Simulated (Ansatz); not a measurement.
Ansatz (a quantum-chemistry and plane-wave program) input (B3LYP/6-31G*):

Ansatz 0.2 input:
```yaml
crystal:
  periodic: [false, false, false]
  atoms:
    - {symbol: C, position_ang: [-2.23299100, -0.22622800, 0.03777100]}
    - {symbol: C, position_ang: [-1.03161000, -0.61937300, -0.40643700]}
    - {symbol: C, position_ang: [0.09257600, 0.23173100, -0.81754500]}
    - {symbol: Si, position_ang: [1.47924300, 0.37358900, 0.65305300]}
    - {symbol: H, position_ang: [-2.50120700, 0.82464400, 0.08241300]}
    - {symbol: H, position_ang: [-2.96858300, -0.93643300, 0.39812100]}
    - {symbol: H, position_ang: [-0.81527300, -1.68708400, -0.39226900]}
    - {symbol: H, position_ang: [0.60188100, -0.19532900, -1.68422600]}
    - {symbol: H, position_ang: [-0.24462000, 1.24265800, -1.06391000]}
    - {symbol: H, position_ang: [2.70467800, 0.34761800, -0.29340700]}
    - {symbol: H, position_ang: [1.54587500, -1.14310100, 0.92779200]}
basis:
  gaussian:
    orbitals: 6-31G*
hamiltonian:
  xc: {name: B3LYP}
total_charge: -1
relax: {f_tol: 0.003, max_steps: 120}
```

Output:

```
Functional definition: B3LYP
integrals: 0.03 GiB planned
906 factors; integrals over basis functions are off by at most 5.8e-4 eV
mean field: 0.27 GiB planned
mean field evaluation 1: about -11099.6972 eV, gradient 2.8e1 eV
mean field evaluation 2: about -11099.8411 eV, gradient 2.8e1 eV
mean field evaluation 4: about -11101.8326 eV, gradient 1.6e0 eV
mean field evaluation 8: about -11101.8504 eV, gradient 4.5e-2 eV
mean field -11101.85041903 eV, -407.9854777948 hartree, gradient 1.4e-5 eV, S^2 0.000000; 0 other end points of the search recorded, 0 dependent functions left out
the calculation of the forces begins
reference -11101.85065701 eV, -407.9854865405 hartree; 20, 20 occupied and 58, 58 virtual orbitals, 906 factors
relax step   1: F+E_penalty+E_count = -11101.85041903 eV  Δ(F+E_penalty+E_count) = +0.000e0 eV  max|allowed force component| = 2.084e-1 eV/Å  Δτ_max = 0.0000 Å  (25 SCF iters, accepted)
these checks for a lower state are left out or cut short: starts, cluster_reference, orbital_swaps, neighbouring_geometries, increment
integrals: 0.03 GiB planned
906 factors; integrals over basis functions are off by at most 5.9e-4 eV
mean field: 0.27 GiB planned
mean field evaluation 16: about -11101.8416 eV, gradient 1.2e0 eV
mean field -11101.85941877 eV, -407.9858085290 hartree, gradient 7.8e-6 eV, S^2 0.000000; 0 other end points of the search recorded, 0 dependent functions left out
the calculation of the forces begins
reference -11101.85965745 eV, -407.9858173007 hartree; 20, 20 occupied and 58, 58 virtual orbitals, 906 factors
relax step   2: F+E_penalty+E_count = -11101.85941877 eV  Δ(F+E_penalty+E_count) = -9.000e-3 eV  max|allowed force component| = 1.014e-1 eV/Å  Δτ_max = 0.0320 Å  (28 SCF iters, accepted)
these checks for a lower state are left out or cut short: starts, cluster_reference, orbital_swaps, neighbouring_geometries, increment
integrals: 0.03 GiB planned
906 factors; integrals over basis functions are off by at most 5.9e-4 eV
mean field: 0.27 GiB planned
mean field -11101.86083507 eV, -407.9858605773 hartree, gradient 7.9e-6 eV, S^2 0.000000; 0 other end points of the search recorded, 0 dependent functions left out
the calculation of the forces begins
reference -11101.86107408 eV, -407.9858693609 hartree; 20, 20 occupied and 58, 58 virtual orbitals, 906 factors
relax step   3: F+E_penalty+E_count = -11101.86083507 eV  Δ(F+E_penalty+E_count) = -1.416e-3 eV  max|allowed force component| = 9.013e-2 eV/Å  Δτ_max = 0.0262 Å  (28 SCF iters, accepted)
these checks for a lower state are left out or cut short: starts, cluster_reference, orbital_swaps, neighbouring_geometries, increment
integrals: 0.03 GiB planned
906 factors; integrals over basis functions are off by at most 5.9e-4 eV
mean field: 0.27 GiB planned
mean field evaluation 32: about -11101.8616 eV, gradient 7.1e-2 eV
mean field -11101.86160466 eV, -407.9858888593 hartree, gradient 8.8e-6 eV, S^2 0.000000; 0 other end points of the search recorded, 0 dependent functions left out
the calculation of the forces begins
reference -11101.86184400 eV, -407.9858976549 hartree; 20, 20 occupied and 58, 58 virtual orbitals, 906 factors
relax step   4: F+E_penalty+E_count = -11101.86160466 eV  Δ(F+E_penalty+E_count) = -7.696e-4 eV  max|allowed force component| = 4.139e-2 eV/Å  Δτ_max = 0.0588 Å  (29 SCF iters, accepted)
these checks for a lower state are left out or cut short: starts, cluster_reference, orbital_swaps, neighbouring_geometries, increment
integrals: 0.03 GiB planned
906 factors; integrals over basis functions are off by at most 5.9e-4 eV
mean field: 0.27 GiB planned
mean field -11101.86207348 eV, -407.9859060881 hartree, gradient 2.7e-5 eV, S^2 0.000000; 0 other end points of the search recorded, 0 dependent functions left out
the calculation of the forces begins
reference -11101.86231272 eV, -407.9859148800 hartree; 20, 20 occupied and 58, 58 virtual orbitals, 906 factors
relax step   5: F+E_penalty+E_count = -11101.86207348 eV  Δ(F+E_penalty+E_count) = -4.688e-4 eV  max|allowed force component| = 1.886e-2 eV/Å  Δτ_max = 0.0136 Å  (22 SCF iters, accepted)
these checks for a lower state are left out or cut short: starts, cluster_reference, orbital_swaps, neighbouring_geometries, increment
integrals: 0.03 GiB planned
906 factors; integrals over basis functions are off by at most 5.9e-4 eV
mean field: 0.27 GiB planned
mean field -11101.86215861 eV, -407.9859092164 hartree, gradient 8.7e-5 eV, S^2 0.000000; 0 other end points of the search recorded, 0 dependent functions left out
the calculation of the forces begins
reference -11101.86239783 eV, -407.9859180075 hartree; 20, 20 occupied and 58, 58 virtual orbitals, 906 factors
relax step   6: F+E_penalty+E_count = -11101.86215861 eV  Δ(F+E_penalty+E_count) = -8.513e-5 eV  max|allowed force component| = 1.021e-2 eV/Å  Δτ_max = 0.0066 Å  (19 SCF iters, accepted)
these checks for a lower state are left out or cut short: starts, cluster_reference, orbital_swaps, neighbouring_geometries, increment
integrals: 0.03 GiB planned
906 factors; integrals over basis functions are off by at most 5.9e-4 eV
mean field: 0.27 GiB planned
mean field -11101.86220283 eV, -407.9859108417 hartree, gradient 8.6e-6 eV, S^2 0.000000; 0 other end points of the search recorded, 0 dependent functions left out
the calculation of the forces begins
reference -11101.86244205 eV, -407.9859196328 hartree; 20, 20 occupied and 58, 58 virtual orbitals, 906 factors
relax step   7: F+E_penalty+E_count = -11101.86220283 eV  Δ(F+E_penalty+E_count) = -4.422e-5 eV  max|allowed force component| = 5.107e-3 eV/Å  Δτ_max = 0.0071 Å  (23 SCF iters, accepted)
these checks for a lower state are left out or cut short: starts, cluster_reference, orbital_swaps, neighbouring_geometries, increment
integrals: 0.03 GiB planned
906 factors; integrals over basis functions are off by at most 5.9e-4 eV
mean field: 0.27 GiB planned
mean field -11101.86224965 eV, -407.9859125620 hartree, gradient 1.5e-5 eV, S^2 0.000000; 0 other end points of the search recorded, 0 dependent functions left out
the calculation of the forces begins
reference -11101.86248885 eV, -407.9859213526 hartree; 20, 20 occupied and 58, 58 virtual orbitals, 906 factors
relax step   8: F+E_penalty+E_count = -11101.86224965 eV  Δ(F+E_penalty+E_count) = -4.681e-5 eV  max|allowed force component| = 4.671e-3 eV/Å  Δτ_max = 0.0117 Å  (23 SCF iters, accepted)
these checks for a lower state are left out or cut short: starts, cluster_reference, orbital_swaps, neighbouring_geometries, increment
integrals: 0.03 GiB planned
906 factors; integrals over basis functions are off by at most 5.9e-4 eV
mean field: 0.27 GiB planned
mean field evaluation 64: about -11101.8623 eV, gradient 1.7e-5 eV
mean field -11101.86233074 eV, -407.9859155421 hartree, gradient 1.7e-5 eV, S^2 0.000000; 0 other end points of the search recorded, 0 dependent functions left out
the calculation of the forces begins
reference -11101.86256976 eV, -407.9859243261 hartree; 20, 20 occupied and 58, 58 virtual orbitals, 906 factors
relax step   9: F+E_penalty+E_count = -11101.86233074 eV  Δ(F+E_penalty+E_count) = -8.109e-5 eV  max|allowed force component| = 1.441e-2 eV/Å  Δτ_max = 0.0217 Å  (23 SCF iters, accepted)
these checks for a lower state are left out or cut short: starts, cluster_reference, orbital_swaps, neighbouring_geometries, increment
integrals: 0.03 GiB planned
906 factors; integrals over basis functions are off by at most 5.9e-4 eV
mean field: 0.27 GiB planned
mean field -11101.86242207 eV, -407.9859188983 hartree, gradient 9.0e-6 eV, S^2 0.000000; 0 other end points of the search recorded, 0 dependent functions left out
the calculation of the forces begins
reference -11101.86266072 eV, -407.9859276688 hartree; 20, 20 occupied and 58, 58 virtual orbitals, 906 factors
relax step  10: F+E_penalty+E_count = -11101.86242207 eV  Δ(F+E_penalty+E_count) = -9.133e-5 eV  max|allowed force component| = 1.956e-2 eV/Å  Δτ_max = 0.0292 Å  (24 SCF iters, accepted)
these checks for a lower state are left out or cut short: starts, cluster_reference, orbital_swaps, neighbouring_geometries, increment
integrals: 0.03 GiB planned
906 factors; integrals over basis functions are off by at most 5.9e-4 eV
mean field: 0.27 GiB planned
mean field -11101.86246315 eV, -407.9859204082 hartree, gradient 1.2e-5 eV, S^2 0.000000; 0 other end points of the search recorded, 0 dependent functions left out
the calculation of the forces begins
reference -11101.86270157 eV, -407.9859291700 hartree; 20, 20 occupied and 58, 58 virtual orbitals, 906 factors
relax step  11: F+E_penalty+E_count = -11101.86246315 eV  Δ(F+E_penalty+E_count) = -4.109e-5 eV  max|allowed force component| = 1.364e-2 eV/Å  Δτ_max = 0.0126 Å  (23 SCF iters, accepted)
these checks for a lower state are left out or cut short: starts, cluster_reference, orbital_swaps, neighbouring_geometries, increment
integrals: 0.03 GiB planned
906 factors; integrals over basis functions are off by at most 5.9e-4 eV
mean field: 0.27 GiB planned
mean field -11101.86247512 eV, -407.9859208480 hartree, gradient 1.9e-5 eV, S^2 0.000000; 0 other end points of the search recorded, 0 dependent functions left out
the calculation of the forces begins
reference -11101.86271341 eV, -407.9859296049 hartree; 20, 20 occupied and 58, 58 virtual orbitals, 906 factors
relax step  12: F+E_penalty+E_count = -11101.86247512 eV  Δ(F+E_penalty+E_count) = -1.197e-5 eV  max|allowed force component| = 9.566e-3 eV/Å  Δτ_max = 0.0090 Å  (22 SCF iters, accepted)
these checks for a lower state are left out or cut short: starts, cluster_reference, orbital_swaps, neighbouring_geometries, increment
integrals: 0.03 GiB planned
906 factors; integrals over basis functions are off by at most 5.9e-4 eV
mean field: 0.27 GiB planned
mean field -11101.86248394 eV, -407.9859211720 hartree, gradient 3.0e-5 eV, S^2 0.000000; 0 other end points of the search recorded, 0 dependent functions left out
the calculation of the forces begins
reference -11101.86272221 eV, -407.9859299285 hartree; 20, 20 occupied and 58, 58 virtual orbitals, 906 factors
relax step  13: F+E_penalty+E_count = -11101.86248394 eV  Δ(F+E_penalty+E_count) = -8.817e-6 eV  max|allowed force component| = 4.720e-3 eV/Å  Δτ_max = 0.0027 Å  (19 SCF iters, accepted)
these checks for a lower state are left out or cut short: starts, cluster_reference, orbital_swaps, neighbouring_geometries, increment
integrals: 0.03 GiB planned
906 factors; integrals over basis functions are off by at most 5.9e-4 eV
mean field: 0.27 GiB planned
mean field -11101.86248781 eV, -407.9859213142 hartree, gradient 3.6e-5 eV, S^2 0.000000; 0 other end points of the search recorded, 0 dependent functions left out
the calculation of the forces begins
reference -11101.86272612 eV, -407.9859300721 hartree; 20, 20 occupied and 58, 58 virtual orbitals, 906 factors
relax step  14: F+E_penalty+E_count = -11101.86248781 eV  Δ(F+E_penalty+E_count) = -3.870e-6 eV  max|allowed force component| = 2.739e-3 eV/Å  Δτ_max = 0.0019 Å  (19 SCF iters, accepted)
integrals: 0.03 GiB planned
906 factors; integrals over basis functions are off by at most 5.9e-4 eV
mean field: 0.27 GiB planned
mean field evaluation 96: about -11101.8448 eV, gradient 1.6e0 eV
mean field -11101.86248781 eV, -407.9859213142 hartree, gradient 3.6e-5 eV, S^2 0.000000; 1 other end points of the search recorded, 0 dependent functions left out
the calculation of the forces begins
reference -11101.86272612 eV, -407.9859300721 hartree; 20, 20 occupied and 58, 58 virtual orbitals, 906 factors
Total energy: -11101.86272612 eV, -407.9859300721 hartree
Atom 0 at    -2.276806    -0.218072     0.003171 Å, force     0.000313    -0.000110    -0.002014 eV/Å
Atom 1 at    -1.047268    -0.619111    -0.363402 Å, force    -0.001497    -0.000376    -0.002739 eV/Å
Atom 2 at     0.101542     0.221467    -0.768299 Å, force     0.001195     0.001228     0.001456 eV/Å
Atom 3 at     1.535475     0.348727     0.676290 Å, force    -0.000302    -0.000720    -0.000439 eV/Å
Atom 4 at    -2.557842     0.834741    -0.003456 Å, force     0.000092    -0.000156     0.001353 eV/Å
Atom 5 at    -3.032886    -0.919643     0.352926 Å, force     0.000060     0.000193     0.000644 eV/Å
Atom 6 at    -0.832160    -1.690840    -0.308823 Å, force     0.000415     0.000218     0.001589 eV/Å
Atom 7 at     0.578429    -0.206982    -1.659715 Å, force    -0.000342    -0.000336    -0.000080 eV/Å
Atom 8 at    -0.232490     1.238839    -1.016193 Å, force    -0.000230    -0.000041    -0.000155 eV/Å
Atom 9 at     2.723312     0.411247    -0.329057 Å, force    -0.000388    -0.000118     0.000007 eV/Å
Atom 10 at     1.670662    -1.187682     0.857914 Å, force     0.000684     0.000217     0.000379 eV/Å
Dipole moment:    -0.964480    -0.282955    -0.611626 e Å
```

The dipole moment of an ion depends on the origin.

The geometry given is a B3LYP-D3(BJ)/def2-TZVP minimum.
